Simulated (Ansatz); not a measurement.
Diatomic ScF, closed-shell singlet (the spin of the measured ground state). No spin–orbit coupling. Sc is treated without relativity.

Seven points along R, fitted to fifth degree in 1/R; most abundant isotopes. In def2 and cc sets the state is the lowest found near the PBE0 minimum, followed along R. The singlet is held restricted.

Correlated levels freeze the inner cores; with def2 sets outer-core shells near the valence are correlated too.

Run with Ansatz (a quantum-chemistry and plane-wave program) with Gaussian orbitals. 

Energies at CCSD/def2-TZVPP:

```tsv
R (Å)	E (hartree)
1.654929	-859.81234057
1.699416	-859.81972359
1.740344	-859.82364853
1.786611	-859.82539845
1.832878	-859.82485837
1.886263	-859.82202191
1.948545	-859.81647802
```

Task: With a reduced mass of 13.3547 u, find the minimum, the force constant and the constants.

Result: A fifth-degree polynomial in 1/R puts the minimum at r_e = 1.7974 Å with force constant 440 N/m. Then ω_e = (1/2πc)√(k/μ) = 748 cm⁻¹ and B_e = h/(8π²cμr_e²) = 0.3907 cm⁻¹; the cubic and quartic terms give α_e = 0.0025 and ω_e x_e = 3.5 cm⁻¹.

Doubts at one or more of the structures used: a restricted determinant that unrestricted orbitals would lower (CCSD/def2-TZVPP).
